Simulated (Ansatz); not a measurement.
Geometry optimisation, Ansatz 0.2.0, DFT PBE-D3(BJ), scalar-relativistic, plane waves, PAW.

The input (input.yaml):

```yaml
crystal:
  lattice:
    - [7.398, 0.0, 0.0]
    - [-3.699, 6.406856, 0.0]
    - [0.0, 0.0, 12.0]
  atoms:
    - { symbol: C, position: [0.0, 0.0, 0.0833333] }
    - { symbol: C, position: [0.2222222, 0.1111111, 0.0833333] }
    - { symbol: C, position: [0.0, 0.3333333, 0.0833333] }
    - { symbol: C, position: [0.2222222, 0.4444444, 0.0833333] }
    - { symbol: C, position: [0.0, 0.6666667, 0.0833333] }
    - { symbol: C, position: [0.2222222, 0.7777778, 0.0833333] }
    - { symbol: C, position: [0.3333333, 0.0, 0.0833333] }
    - { symbol: C, position: [0.5555556, 0.1111111, 0.0833333] }
    - { symbol: C, position: [0.3333333, 0.3333333, 0.0833333] }
    - { symbol: C, position: [0.5555556, 0.4444444, 0.0833333] }
    - { symbol: C, position: [0.3333333, 0.6666667, 0.0833333] }
    - { symbol: C, position: [0.5555556, 0.7777778, 0.0833333] }
    - { symbol: C, position: [0.6666667, 0.0, 0.0833333] }
    - { symbol: C, position: [0.8888889, 0.1111111, 0.0833333] }
    - { symbol: C, position: [0.6666667, 0.3333333, 0.0833333] }
    - { symbol: C, position: [0.8888889, 0.4444444, 0.0833333] }
    - { symbol: C, position: [0.6666667, 0.6666667, 0.0833333] }
    - { symbol: C, position: [0.8888889, 0.7777778, 0.0833333] }
    - { symbol: "N", position: [0.5583034, 0.1167692, 0.2075] }
    - { symbol: H, position: [0.452267, -0.0240659, 0.2391667] }
    - { symbol: H, position: [0.6987001, 0.1517457, 0.2391667] }
    - { symbol: H, position: [0.523943, 0.2226277, 0.2391667] }
basis:
  ecutwfc: 420.0
kpoints:
  mp_grid: { grid: [2, 2, 1] }
hamiltonian:
  xc: pbe
  dispersion: d3bj
scf:
  occupations: { method: gaussian, width: 0.05 }
  lower_state_search: "off"
relax:
  f_tol: 0.03
  max_steps: 60
  adjacent_minimum: "off"
```

Launched with:

```bash
$ ansatz run input.yaml --threads 1 --pin off --max-ram 3072MiB --backend cpu --events-out ev --progress --plain --runs-dir out
```

**Question.** Where does it end, and by what steps?

**Answer.** The run converged. The force dipped under the threshold on the way, but the program's further checks kept it going. Limits of this set-up: coarse k mesh, slab without dipole correction. After 37 steps the energy has fallen by 4.520 eV; H20 moved furthest, 2.24 Å. Parted: C8–N19.

| step | energy less start (eV) | largest force component (eV/Å) | accepted |
| --- | --- | --- | --- |
| 0 | 0.0000 | 6.647 | yes |
| 2 | -2.5855 | 2.186 | yes |
| 4 | -3.1347 | 2.465 | yes |
| 6 | -4.0815 | 0.952 | yes |
| 8 | -4.4253 | 0.415 | yes |
| 10 | -4.4588 | 0.222 | yes |
| 12 | -4.4760 | 0.143 | yes |
| 14 | -4.4833 | 0.284 | yes |
| 16 | -4.4881 | 0.429 | yes |
| 18 | -4.4985 | 0.065 | yes |
| 20 | -4.4893 | 0.914 | no |
| 22 | -4.5065 | 0.331 | yes |
| 24 | -4.5130 | 0.173 | yes |
| 26 | -4.5121 | 0.557 | no |
| 28 | -4.5027 | 0.446 | no |
| 30 | -4.5187 | 0.083 | yes |
| 32 | -4.5201 | 0.037 | yes |
| 34 | -4.5203 | 0.037 | yes |
| 36 | -4.5204 | 0.014 | yes |
| 37 | -4.5204 | 0.014 | yes |

```xyz
22
Lattice="7.3980 0.0000 0.0000 -3.6990 6.4069 0.0000 0.0000 0.0000 12.0000" Properties=species:S:1:pos:R:3
C 0.001 0.034 0.719
C 1.242 0.750 0.716
C -1.239 2.183 0.718
C 0.001 2.899 0.719
C -2.457 4.318 0.717
C -1.239 5.021 0.714
C 2.460 0.047 0.710
C 3.700 0.763 0.706
C 1.242 2.182 0.718
C 2.460 2.886 0.716
C 0.001 4.306 0.715
C 1.241 5.022 0.714
C 4.941 0.046 0.710
C 6.159 0.750 0.716
C 3.700 2.170 0.712
C 4.941 2.887 0.716
C 2.460 4.319 0.717
C 3.700 5.034 0.718
N 3.672 0.265 4.007
H 3.705 0.490 5.003
H 4.509 0.680 3.593
H 2.883 0.789 3.624
```

Run time: 3.1 min on 1 thread of Intel(R) Xeon(R) Platinum 8488C (Sapphire Rapids), on a shared host, peak memory 0.71 GiB.
